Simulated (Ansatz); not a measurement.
`[SiH3]/N=[CH]\[GeH3]` → `[SiH3][GeH]1[CH2][NH]1`  (isomerisation)

Computed with Ansatz on PBE0-D4/def2-TZVP structures; ΔE is electronic, products minus reactants. CBS: MP2 limit from def2 TZ/QZ plus the TZ coupled-cluster correction, frozen cores. For Ge outer-core shells are correlated without core-valence functions, which leaves a few kJ/mol of doubt a bond. Scalar relativity is left out up to krypton.

`[SiH3]/N=[CH]\[GeH3]`:

Cartesian coordinates in Å:
```
Si -0.941 0.617 1.523
N -0.510 -0.950 0.905
C 0.129 -1.254 -0.136
Ge 0.911 -0.035 -1.511
H -2.419 0.659 1.625
H -0.336 0.741 2.872
H -0.476 1.752 0.671
H 0.290 -2.325 -0.337
H 1.951 0.897 -0.870
H -0.192 0.808 -2.169
H 1.593 -0.911 -2.575
```

`[SiH3][GeH]1[CH2][NH]1`:

Cartesian coordinates in Å:
```
Si 0.844 1.415 -1.013
Ge -0.858 0.282 0.150
C -0.619 -1.616 0.425
N -0.250 -0.805 1.584
H 0.419 1.751 -2.396
H 2.008 0.491 -1.061
H 1.240 2.670 -0.320
H -2.202 0.924 0.494
H -1.505 -2.228 0.571
H 0.166 -2.115 -0.140
H 0.756 -0.770 1.706
```

| species | MP2/def2-QZVPP energy (Eh) |
| --- | --- |
| `[SiH3]/N=[CH]\[GeH3]` | -2461.81530 |
| `[SiH3][GeH]1[CH2][NH]1` | -2461.80464 |

Question: Work out ΔE.

Answer: ΔE = (-2461.80464) − (-2461.81530) = 0.01066 Eh = +28.0 kJ/mol. CCSD(T)/CBS gives +34.8 kJ/mol.

Largest T1 diagnostic among the species: 0.013.

In def2-TZVPP, CCSD(T) changes the Hartree–Fock value by −49.8 kJ/mol (the triples alone add −5.3 kJ/mol) and MP2 by −60.5 kJ/mol.
